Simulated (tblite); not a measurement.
Compound: C₅H₈NO (doublet state).
Structure used (GFN2-xTB), in Å, numbered top down from 1:
```
atom  x, y, z in Å
C1     2.217    0.046    0.163
N2     0.871    0.084    0.093
C3     0.046   -1.102    0.191
C4    -1.311   -0.654   -0.357
C5    -1.337    0.839   -0.042
C6     0.129    1.236   -0.035
O7     0.601    2.354   -0.110
H8     2.712   -0.897    0.261
H9     2.745    0.974    0.106
H10    0.488   -1.923   -0.378
H11   -0.032   -1.409    1.241
H12   -1.345   -0.808   -1.436
H13   -2.136   -1.200    0.096
H14   -1.897    1.430   -0.764
H15   -1.754    1.036    0.949
```

Level: GFN2-xTB in tblite, geometry and Hessian alike; calculated harmonic values, unscaled, isolated species. Against measured fundamentals such values can be off by several per cent, at times by over 20. One conformer, not necessarily the lowest. Open shells enter through the occupations alone, without spin polarisation, and single modes of such species can be off by tens of per cent.

Harmonic wavenumbers (cm⁻¹): 130.0, 150.3, 287.8, 303.1, 343.0, 453.0, 470.0, 513.6, 604.2, 621.0, 785.9, 862.7, 887.4, 952.0, 1000.7, 1037.8, 1072.0, 1099.8, 1128.0, 1176.9, 1196.7, 1259.4, 1269.0, 1301.4, 1317.8, 1345.3, 1443.9, 1458.8, 1471.7, 1490.1, 1727.4, 2910.3, 2960.6, 2974.4, 2998.4, 3020.9, 3023.8, 3156.4, 3215.7.

A = 3911, B = 3170, C = 1832 MHz; mass 98.061 u (most abundant isotopes); point group C1, symmetry number 1; spin multiplicity 2.

Question: Zero-point energy?

Answer: Half the sum of the wavenumbers: 26711 cm⁻¹ = 76.37 kcal/mol.

Question: What is S at 500 K and 1 bar for an ideal gas of classical rigid rotors and harmonic oscillators?

Answer: Translation 42.25, rotation 28.59, vibration 28.06, spin (R ln 2) 1.38: S = 100.3 cal/(mol K).

Question: And Cp and H(500 K) − H(0)?

Answer: Cp = 43.03 cal/(mol K), of which vibrations give 35.08 (their classical limit is 39 R = 77.5); H(500 K) − H(0) = 12.16 kcal/mol without the zero-point energy, 8.18 from vibrations.

Question: What must be added to the electronic energy to get the Gibbs energy at 500 K and 1 bar?

Answer: ZPE + [H(500 K) − H(0)] − T·S = 76.37 + 12.16 − 50.14 = 38.39 kcal/mol.

Question: How do the functions run with temperature in this model?

Answer: 
```csv
T (K),S (cal/(mol K)),Cp (cal/(mol K)),H − H(0) (kcal/mol),G − H(0) (kcal/mol),ln q(vib)
150,67.5,16.2,1.67,-8.45,0.81
250,77.5,24.0,3.68,-15.71,2.05
298.15,82.1,27.9,4.93,-19.55,2.72
400,91.5,36.1,8.19,-28.39,4.27
600,108.7,48.8,16.76,-48.44,7.55
900,130.9,60.9,33.37,-84.48,12.54
```

q(vib) and H(0) count from the zero-point level.

Hindered rotation and anharmonicity are outside this model. Other conformers, if any are populated, would add a mixing term that is left out. The structure is chiral; the term R ln 2 for an equal mix with its mirror image is left out.
